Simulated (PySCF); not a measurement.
PySCF input (M06-2X/def2-TZVPD):

```python
from pyscf import gto, scf, dft

mol = gto.M(
    atom='''
    C    -1.90210376   -0.12868891   -0.09716108
    C    -0.64421110   -0.16066583   -0.01285043
    C     0.62481021    0.10996871    0.02031917
    O     1.78485631    0.23330429    0.07189210
    H    -2.74982253   -0.79011814   -0.03698276
    ''',
    basis='def2-tzvpd',
    charge=0,
    spin=1,
    verbose=4,
)

mf = dft.UKS(mol, xc='m062x').density_fit(auxbasis='def2-universal-jkfit')
mf.grids.level = 4
mf.conv_tol = 1e-9
mf.max_cycle = 100
mf.max_memory = 1500
mf.kernel()
if not mf.converged:
    mf = mf.newton()
    mf.kernel(mf.make_rdm1())
for _ in range(2):
    mo, _, stable, _ = mf.stability(return_status=True)
    if stable:
        break
    mf.kernel(mf.make_rdm1(mo, mf.mo_occ))
mf.analyze()
```

Output:

```
PySCF version 2.14.0

[INPUT] verbose = 4
[INPUT] num. atoms = 5
[INPUT] num. electrons = 27
[INPUT] charge = 0
[INPUT] spin (= nelec alpha-beta = 2S) = 1
[INPUT] symmetry False subgroup None
[INPUT] Mole.unit = angstrom
[INPUT] Symbol           X                Y                Z      unit          X                Y                Z       unit  Magmom
[INPUT]  1 C     -1.902103760000  -0.128688910000  -0.097161080000 AA   -3.594455166905  -0.243186795169  -0.183607831167 Bohr   0.0
[INPUT]  2 C     -0.644211100000  -0.160665830000  -0.012850430000 AA   -1.217382545405  -0.303614416276  -0.024283793283 Bohr   0.0
[INPUT]  3 C      0.624810210000   0.109968710000   0.020319170000 AA    1.180720176732   0.207810744172   0.038397666378 Bohr   0.0
[INPUT]  4 O      1.784856310000   0.233304290000   0.071892100000 AA    3.372889597602   0.440881211786   0.135856379520 Bohr   0.0
[INPUT]  5 H     -2.749822530000  -0.790118140000  -0.036982760000 AA   -5.196411472859  -1.493106890651  -0.069887287731 Bohr   0.0

nuclear repulsion = 82.4099593308274
number of shells = 58
number of NR pGTOs = 222
number of NR cGTOs = 160
basis = def2-tzvpd
ecp = {}

******** <class 'pyscf.df.df_jk.DFUKS'> ********
method = DFUKS
initial guess = minao
damping factor = 0
level_shift factor = 0
DIIS = <class 'pyscf.scf.diis.CDIIS'>
diis_start_cycle = 1
diis_space = 8
diis_damp = 0
SCF conv_tol = 1e-09
SCF conv_tol_grad = None
SCF max_cycles = 100
direct_scf = False
number electrons alpha = 14  beta = 13
XC library pyscf.dft.libxc version 7.1.2
    S. Lehtola, C. Steigemann, M. J. T. Oliveira, and M. A. L. Marques,  SoftwareX 7, 1–5 (2018)
XC functionals = m062x
    Y. Zhao and D. G. Truhlar,  Theor. Chem. Acc. 120, 215 (2008)
    Y. Zhao and D. G. Truhlar,  Theor. Chem. Acc. 120, 215 (2008)
radial grids:
    Treutler-Ahlrichs [JCP 102, 346 (1995); DOI:10.1063/1.469408] (M4) radial grids

becke partition: Becke, JCP 88, 2547 (1988); DOI:10.1063/1.454033
pruning grids: <function nwchem_prune>
grids dens level: 4
symmetrized grids: False
atomic radii adjust function: <function treutler_atomic_radii_adjust>
small_rho_cutoff = 0
Set gradient conv threshold to 3.16228e-05
tot grids = 129792
******** <class 'pyscf.df.df.DF'> ********
auxbasis = def2-universal-jkfit
init E= -190.747172046546
  alpha nocc = 14  HOMO = -0.144543537090534  LUMO = -0.120096478882505
  beta  nocc = 13  HOMO = -0.344231032668396  LUMO = -0.144543537090527

WARN: HOMO -0.144543537090534 >= LUMO -0.144543537090527
[...]
  beta  nocc = 13  HOMO = -0.369330001535232  LUMO = -0.0645057091516441
  HOMO = -0.251393748036  LUMO = -0.0645057091516  gap/eV = 5.08548
Extra cycle  E= -189.997625957867  delta_E= -1.63e-11  |g|= 4.41e-06  |ddm|= 2.47e-05
converged SCF energy = -189.997625957867  <S^2> = 0.77010021  2S+1 = 2.0200002
uhf_internal: lowest eigs of H = [0.04278921 0.16893192 0.25343492]
<class 'pyscf.df.df_jk.DFUKS'> wavefunction is stable in the internal stability analysis
**** SCF Summaries ****
Total Energy =                        -189.997625957867001
Nuclear Repulsion Energy =              82.409959330827363
One-electron Energy =                 -419.374088357161611
Two-electron Energy =                  146.966503068467262
Two-electron Coulomb Energy =          171.986256675173195
DFT Exchange-Correlation Energy =      -25.019753606705919
HOMO-LUMO gap [eV] =                     5.085482568591704
**** MO energy ****
                             alpha | beta                alpha | beta
MO #1   energy= -19.7126076414599  | -19.7083283275847  occ= 1 | 1
MO #2   energy= -10.6827541222439  | -10.680462431688   occ= 1 | 1
MO #3   energy= -10.6003089869268  | -10.594539903578   occ= 1 | 1
MO #4   energy= -10.5795580463052  | -10.5803824189148  occ= 1 | 1
MO #5   energy= -1.25885801295367  | -1.24705756184136  occ= 1 | 1
MO #6   energy= -0.921167076903835 | -0.909265212350128 occ= 1 | 1
MO #7   energy= -0.796750447594587 | -0.776065412256585 occ= 1 | 1
MO #8   energy= -0.627530644591189 | -0.616852816089551 occ= 1 | 1
MO #9   energy= -0.5952858079206   | -0.581334565324497 occ= 1 | 1
MO #10  energy= -0.567759978056111 | -0.545736322563163 occ= 1 | 1
MO #11  energy= -0.551335969176356 | -0.530354404278909 occ= 1 | 1
MO #12  energy= -0.417232044959334 | -0.381220114284203 occ= 1 | 1
MO #13  energy= -0.388776841267685 | -0.369330001535232 occ= 1 | 1
MO #14  energy= -0.251393748035586 | -0.0645057091516441 occ= 1 | 0
MO #15  energy= -0.0744943482495124 | -0.0588403277589898 occ= 0 | 0
MO #16  energy= 0.0107184012720936 | 0.00940341698667524 occ= 0 | 0
MO #17  energy= 0.0336641713234371 | 0.0331309076881539 occ= 0 | 0
MO #18  energy= 0.0618629612250003 | 0.0614279789760216 occ= 0 | 0
MO #19  energy= 0.0651016799826266 | 0.064786099441348  occ= 0 | 0
MO #20  energy= 0.0661963093668526 | 0.0677210544248121 occ= 0 | 0
MO #21  energy= 0.0905142137255446 | 0.0935047755098957 occ= 0 | 0
MO #22  energy= 0.110952257681344  | 0.113337282321655  occ= 0 | 0
MO #23  energy= 0.130377436804484  | 0.123829981044592  occ= 0 | 0
MO #24  energy= 0.141424884937383  | 0.157131473935724  occ= 0 | 0
MO #25  energy= 0.173859205695352  | 0.16876325739373   occ= 0 | 0
MO #26  energy= 0.174647643940935  | 0.171915781738056  occ= 0 | 0
MO #27  energy= 0.188078482657704  | 0.188013070414836  occ= 0 | 0
MO #28  energy= 0.203097340979957  | 0.19546552283282   occ= 0 | 0
MO #29  energy= 0.205505231248435  | 0.205159641646258  occ= 0 | 0
MO #30  energy= 0.212886129789185  | 0.210095939318762  occ= 0 | 0
MO #31  energy= 0.241331916784672  | 0.230189461947417  occ= 0 | 0
MO #32  energy= 0.242913330340146  | 0.232592289874264  occ= 0 | 0
MO #33  energy= 0.250561098151945  | 0.241534020672034  occ= 0 | 0
MO #34  energy= 0.254975795927534  | 0.246605918153993  occ= 0 | 0
MO #35  energy= 0.275158136938444  | 0.27262836399691   occ= 0 | 0
MO #36  energy= 0.297430939409434  | 0.289416184214105  occ= 0 | 0
MO #37  energy= 0.309871093997437  | 0.309701696335271  occ= 0 | 0
MO #38  energy= 0.312075610856185  | 0.309992461327823  occ= 0 | 0
MO #39  energy= 0.325715501157882  | 0.325298628282668  occ= 0 | 0
MO #40  energy= 0.357811050365897  | 0.350237145779963  occ= 0 | 0
MO #41  energy= 0.360272306978523  | 0.353694943545338  occ= 0 | 0
MO #42  energy= 0.368337904962075  | 0.360641405046636  occ= 0 | 0
MO #43  energy= 0.39336382457529   | 0.387587664475778  occ= 0 | 0
MO #44  energy= 0.401942637888767  | 0.402598297140844  occ= 0 | 0
MO #45  energy= 0.427746376326109  | 0.417192721892353  occ= 0 | 0
MO #46  energy= 0.448252531994576  | 0.44040478547657   occ= 0 | 0
MO #47  energy= 0.479931726209689  | 0.478872007483147  occ= 0 | 0
MO #48  energy= 0.492862527937639  | 0.488615731341605  occ= 0 | 0
MO #49  energy= 0.539270363680569  | 0.53255898039542   occ= 0 | 0
MO #50  energy= 0.553483607309635  | 0.5503263728633    occ= 0 | 0
MO #51  energy= 0.554221467412168  | 0.551114765746173  occ= 0 | 0
MO #52  energy= 0.567863225293623  | 0.56478595705645   occ= 0 | 0
MO #53  energy= 0.570358152057326  | 0.567652973924366  occ= 0 | 0
MO #54  energy= 0.57991268389051   | 0.578322970736565  occ= 0 | 0
MO #55  energy= 0.608079754158799  | 0.604422060469398  occ= 0 | 0
MO #56  energy= 0.62557716188941   | 0.621848720864782  occ= 0 | 0
MO #57  energy= 0.644452369782504  | 0.640141451371002  occ= 0 | 0
MO #58  energy= 0.659962587579576  | 0.659121835387686  occ= 0 | 0
MO #59  energy= 0.705889928598396  | 0.69981414072926   occ= 0 | 0
MO #60  energy= 0.721857887051346  | 0.719608055756936  occ= 0 | 0
MO #61  energy= 0.760656783450207  | 0.760862703885917  occ= 0 | 0
MO #62  energy= 0.761672404772921  | 0.766572671605568  occ= 0 | 0
MO #63  energy= 0.787840649039065  | 0.78611129727369   occ= 0 | 0
MO #64  energy= 0.816686239076237  | 0.815539156659348  occ= 0 | 0
MO #65  energy= 0.847154425535428  | 0.843503031978042  occ= 0 | 0
MO #66  energy= 0.863694847852451  | 0.868880056730869  occ= 0 | 0
MO #67  energy= 0.865158808987199  | 0.869930172705061  occ= 0 | 0
MO #68  energy= 0.923710989468964  | 0.923857842980232  occ= 0 | 0
MO #69  energy= 0.932665086470124  | 0.932100436004509  occ= 0 | 0
MO #70  energy= 0.96383231977594   | 0.961897626620624  occ= 0 | 0
MO #71  energy= 0.969155425901416  | 0.973466340124862  occ= 0 | 0
MO #72  energy= 1.00431072563264   | 1.00641029981344   occ= 0 | 0
MO #73  energy= 1.0923231278853    | 1.09542443402273   occ= 0 | 0
MO #74  energy= 1.09562011536301   | 1.09799869491211   occ= 0 | 0
MO #75  energy= 1.1592405653859    | 1.16157385699845   occ= 0 | 0
MO #76  energy= 1.23167949549309   | 1.23488131148697   occ= 0 | 0
MO #77  energy= 1.24715856159319   | 1.25043623435043   occ= 0 | 0
MO #78  energy= 1.30154334051155   | 1.30489825908829   occ= 0 | 0
MO #79  energy= 1.41235765595342   | 1.41491910784067   occ= 0 | 0
MO #80  energy= 1.4854267187126    | 1.48695765265332   occ= 0 | 0
MO #81  energy= 1.54491632625219   | 1.55322262979026   occ= 0 | 0
MO #82  energy= 1.56636708711984   | 1.58931673450751   occ= 0 | 0
MO #83  energy= 1.61056506157949   | 1.61663639418937   occ= 0 | 0
MO #84  energy= 1.61934280098646   | 1.62305678535874   occ= 0 | 0
MO #85  energy= 1.69205540933064   | 1.71011088873745   occ= 0 | 0
MO #86  energy= 1.77482875537096   | 1.78108781504663   occ= 0 | 0
MO #87  energy= 1.79425530726757   | 1.80101946354977   occ= 0 | 0
MO #88  energy= 1.84067886614041   | 1.84387815210301   occ= 0 | 0
MO #89  energy= 1.8444455712967    | 1.84795950574069   occ= 0 | 0
MO #90  energy= 1.88536261951456   | 1.89398141309145   occ= 0 | 0
MO #91  energy= 1.90419525903763   | 1.90784786737644   occ= 0 | 0
MO #92  energy= 1.91703495283414   | 1.92580531438849   occ= 0 | 0
MO #93  energy= 1.93789633250626   | 1.94398554919424   occ= 0 | 0
MO #94  energy= 1.98952874983972   | 1.99617861559288   occ= 0 | 0
MO #95  energy= 2.04402403668498   | 2.05114482864833   occ= 0 | 0
MO #96  energy= 2.21046524676301   | 2.21199367500712   occ= 0 | 0
MO #97  energy= 2.24508277370546   | 2.25224296531794   occ= 0 | 0
MO #98  energy= 2.31938717024771   | 2.32229241831562   occ= 0 | 0
MO #99  energy= 2.33780380464712   | 2.34042162928735   occ= 0 | 0
MO #100 energy= 2.39492508756638   | 2.40076391201834   occ= 0 | 0
MO #101 energy= 2.44885253132546   | 2.45768206412596   occ= 0 | 0
MO #102 energy= 2.47316152877452   | 2.48074597187314   occ= 0 | 0
MO #103 energy= 2.49965624126127   | 2.50848675336944   occ= 0 | 0
MO #104 energy= 2.56245880005815   | 2.57420421227379   occ= 0 | 0
[...]
```

It need not be the lowest isomer of its formula.
